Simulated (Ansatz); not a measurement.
Consider the cleavage of the Ge–B bond: `O[SiH2][BH][GeH3]` + `CN[SiH3]` → `C[N]([SiH3])[GeH3]` + `B[SiH2]O`.

Gas-phase electronic energies from Ansatz, PBE0-D4/def2-TZVP geometries. CCSD(T)/CBS is the MP2 limit (def2-TZVPP, def2-QZVPP) plus CCSD(T) − MP2 in def2-TZVPP, frozen cores. DFT in def2-TZVPP. For Ge outer-core shells are correlated without core-valence functions, which leaves a few kJ/mol of doubt a bond. Scalar relativity is left out up to krypton. Each species was taken in one conformer, which may not be the lowest.

`O[SiH2][BH][GeH3]`:

```xyz
11

O     0.858    1.254   -1.664
Si    1.445    0.875   -0.166
B     0.356   -0.465    0.842
Ge   -1.547   -1.010    0.277
H    -0.090    1.371   -1.745
H     1.479    2.077    0.730
H     2.845    0.435   -0.397
H     0.804   -0.966    1.833
H    -2.177   -0.034   -0.740
H    -1.446   -2.380   -0.425
H    -2.526   -1.158    1.454
```

`CN[SiH3]`:

```xyz
10

C     0.136   -1.300   -0.494
N    -0.217   -0.332    0.522
Si   -0.124    1.362    0.272
H    -0.388   -2.246   -0.331
H    -0.175   -0.929   -1.475
H     1.212   -1.512   -0.550
H    -0.097   -0.673    1.463
H    -0.931    1.710   -0.929
H     1.252    1.899    0.033
H    -0.670    2.021    1.487
```

`C[N]([SiH3])[GeH3]`:

```xyz
13

C    -0.352    0.472   -1.405
N    -0.110   -0.068   -0.074
Si   -1.160    0.408    1.200
Ge    1.513   -0.899    0.173
H    -0.058   -0.245   -2.180
H    -1.418    0.675   -1.550
H     0.191    1.407   -1.593
H    -0.827   -0.400    2.402
H    -2.574    0.176    0.790
H    -1.051    1.854    1.561
H     1.651   -1.974   -0.922
H     1.522   -1.515    1.577
H     2.673    0.109    0.020
```

`B[SiH2]O`:

Cartesian coordinates in Å:
```
B -0.778 -0.840 0.770
Si 0.349 0.613 -0.028
O 1.217 0.208 -1.378
H -1.037 -1.869 0.214
H -1.270 -0.668 1.848
H 1.357 1.115 0.942
H -0.604 1.735 -0.312
H 0.765 -0.294 -2.056
```

| species | revPBE-D4 energy (Eh) |
| --- | --- |
| `O[SiH2][BH][GeH3]` | -2470.58925 |
| `CN[SiH3]` | -386.53992 |
| `C[N]([SiH3])[GeH3]` | -2464.59165 |
| `B[SiH2]O` | -392.53585 |

Problem. Work out ΔE.

Solution. ΔE = (-2464.59165) + (-392.53585) − (-2470.58925) − (-386.53992) = 0.00167 Eh = +4.4 kJ/mol. CCSD(T)/CBS gives -5.0 kJ/mol.

Largest T1 diagnostic among the species: 0.013.

Leaving LDA and LC-ωPBE aside and taking each functional with its dispersion term where it has one, the values, not all of them listed here, spread over 17.7 kJ/mol, from BHLYP-D4 to PBE-D4. At CCSD(T), def2-SVP lies −7.1 kJ/mol from the extrapolated value and def2-TZVPP −3.8 kJ/mol. From BLYP to BHLYP (50 % exact exchange), in def2-TZVPP and without D4, ΔE moves by −9.8 kJ/mol.
